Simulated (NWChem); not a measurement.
# hydrogen telluride (H2Te); SMILES [TeH2]

All runs: NWChem. def2 effective core potentials on Te; no spin-orbit coupling. Each level has its own optimisation; frequencies are unscaled.

| level | r H–Te (Å) | highest harmonic frequency (cm⁻¹) | lowest (cm⁻¹) | zero-point energy (kcal/mol) |
|---|---|---|---|---|
| CAM-B3LYP/def2-SVP | 1.660 | 2182 | ___ | 7.5 |
| LDA (Slater exchange, VWN5)/def2-SVP | 1.675 | 2105 | 851 | 7.2 |
| BLYP/def2-SVP | 1.686 | 2051 | 864 | 7.1 |
| PBE0/def2-SVP | 1.663 | 2172 | 901 | 7.5 |

Q: Fill in the missing entries.

A: 
- CAM-B3LYP/def2-SVP, lowest (cm⁻¹): 915
